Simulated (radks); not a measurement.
The oxygen anion O2-, [Ne], held by a Watson sphere: a shell of charge +2 at radius R that stands for the Madelung well of a crystal (potential energy -2/R inside, -2/r outside, in hartree with lengths in bohr). Method: scalar-relativistic Kohn-Sham, PBE, spin-polarised, spherical densities, finite nucleus; Fermi nuclear charge, rms radius of each element as measured or else 0.836 A^(1/3) + 0.57 fm; computed with a radial shooting solver on a logarithmic mesh with Libxc functionals. Response by self-consistent Sternheimer equations with the Hartree and adiabatic LDA kernel, the relativistic mass of each level held fixed and spin-orbit coupling left out. The sphere does not respond.

\begin{tabular}{lrrrrrrr}
R (bohr) & e(1s) (eV) & e(2s) (eV) & e(2p) (eV) & <r> 2p (bohr) & sum of <r^2> (bohr^2) & X-ray form factor at sin(theta)/lambda = 0.1 1/angstrom & alpha (bohr^3) \\ \hline
1.83 & -508.53 & -22.870 & -8.348 & 1.450 & 20.49 & 8.682 & 12.54 \\
1.88 & -508.54 & -22.624 & -8.157 & 1.462 & 20.85 & 8.663 & 13.19 \\
3.38 & -507.33 & -18.063 & -4.104 & 1.775 & 31.74 & 8.216 & 55.64 \\
3.43 & -507.28 & -17.977 & -4.017 & 1.785 & 32.13 & 8.204 & 58.21 \\
3.51 & -507.20 & -17.847 & -3.883 & 1.799 & 32.77 & 8.186 & 62.55 \\
3.98 & -506.80 & -17.206 & -3.208 & 1.883 & 36.70 & 8.083 & 94.85 \\
\end{tabular}
